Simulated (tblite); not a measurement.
C6H10FNS.
Cartesian coordinates in Å at the GFN2-xTB level; atoms count from 1:
```
atom  x, y, z in Å
C1     1.8921   -0.1066    0.4747
C2     0.9083    0.3936   -0.5882
C3     0.2647    1.6690   -0.1034
N4    -0.9207    1.8464    0.2626
C5    -1.8800    0.7846    0.2667
C6    -1.3162   -0.6283    0.0656
F7    -0.8552   -1.1075    1.2794
C8    -0.1933   -0.6034   -0.9633
S9     0.4261   -2.2942   -1.3201
H10    2.6157    0.6744    0.6965
H11    1.3778   -0.3697    1.3949
H12    2.4303   -0.9770    0.1063
H13    1.4844    0.6235   -1.4922
H14    0.9177    2.5332   -0.0483
H15   -2.6145    1.0028   -0.5145
H16   -2.3998    0.8267    1.2292
H17   -2.1071   -1.3246   -0.2394
H18   -0.6409   -0.2897   -1.9117
H19    0.6008   -2.6437   -0.0492
```

All values are computed: GFN2-xTB (tblite) harmonic vibrations without scaling, gas phase. This tight-binding method is rough: wavenumbers can miss measured ones by several per cent, in bad cases by 10 to 20. Modes of hydrogen on sulfur can be 10 to 20 % off. One conformer, not necessarily the lowest.

Harmonic wavenumbers (cm⁻¹): 79.7, 113.7, 188.7, 215.0, 226.6, 247.3, 304.0, 327.3, 364.1, 372.5, 492.1, 583.2, 634.5, 679.0, 816.1, 840.1, 871.1, 875.6, 908.5, 933.8, 950.6, 1007.3, 1047.3, 1053.2, 1080.3, 1105.7, 1152.5, 1198.9, 1222.1, 1226.3, 1266.9, 1273.7, 1300.0, 1306.9, 1311.4, 1330.3, 1410.5, 1432.7, 1493.6, 1498.0, 1761.5, 2455.2, 2922.6, 2924.2, 2945.2, 2952.0, 2965.5, 3024.3, 3034.2, 3041.1, 3060.5.

A = 2022, B = 1210, C = 992.9 MHz; mass 147.052 u (most abundant isotopes); point group C1, symmetry number 1.

Q: What is the zero-point energy?

A: ½Σν̃ = 32914 cm⁻¹ = 94.11 kcal/mol.

Q: What is S at 350 K and 1 bar for an ideal gas of classical rigid rotors and harmonic oscillators?

A: Translation 41.69, rotation 29.75, vibration 28.63: S = 100.1 cal/(mol K).

Q: And Cp and H(350 K) − H(0)?

A: Cp = 42.47 cal/(mol K), of which vibrations give 34.52 (their classical limit is 51 R = 101.3); H(350 K) − H(0) = 8.49 kcal/mol without the zero-point energy, 5.71 from vibrations.

Q: How do the functions run with temperature in this model?

A: 
| T (K) | S (cal/(mol K)) | Cp (cal/(mol K)) | H − H(0) (kcal/mol) | G − H(0) (kcal/mol) | ln q(vib) |
| --- | --- | --- | --- | --- | --- |
| 150 | 74.2 | 21.9 | 2.09 | -9.03 | 1.75 |
| 250 | 87.7 | 31.9 | 4.77 | -17.14 | 3.90 |
| 298.15 | 93.7 | 37.0 | 6.43 | -21.51 | 4.99 |
| 400 | 106.1 | 47.5 | 10.74 | -31.69 | 7.38 |
| 600 | 128.7 | 63.9 | 21.99 | -55.20 | 12.19 |
| 900 | 157.7 | 79.3 | 43.67 | -98.30 | 19.24 |

q(vib) and H(0) count from the zero-point level.

Q: What must be added to the electronic energy to get the Gibbs energy at 350 K and 1 bar?

A: ZPE + [H(350 K) − H(0)] − T·S = 94.11 + 8.49 − 35.02 = 67.58 kcal/mol.

Hindered rotation and anharmonicity are outside this model. Other conformers, if any are populated, would add a mixing term that is left out. The structure is chiral; the term R ln 2 for an equal mix with its mirror image is left out.

Time: 2.4 s wall. Hardware: one thread of an AMD EPYC, no GPU, shared host with 64 logical CPUs at a one-minute load of 61. The figure is for the frequency step alone.
